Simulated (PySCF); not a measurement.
AlF4, SMILES [F][Al-]([F])([F])[F], charge -1. Geometry: PBE0-D3(BJ)/def2-SVPD. The isomer is the one that the SMILES or the coordinates give; other isomers of the formula were not compared.

Calculation: PBE0-D3(BJ)/def2-SVPD in PySCF 2.14.0.

Harmonic wavenumbers (cm⁻¹): 188, 188, 291, 291, 291, 605, 784, 784, 784. Rotational constants (GHz): 3.406, 3.406, 3.406; symmetry number 12.

Work out the zero-point energy and the ideal-gas rigid-rotor harmonic-oscillator thermochemistry at 298.15 K and 1 atm.

ZPE = ½ Σ hcν = ½ × 4207 cm⁻¹ = 25.16 kJ/mol. H − E(el) = 42.59 kJ/mol. Entropy in J/(mol K): translation 166.55, rotation 90.22, vibration 41.86, total 298.62. G − E(el) = -46.44 kJ/mol. Cp = 82.78 J/(mol K).
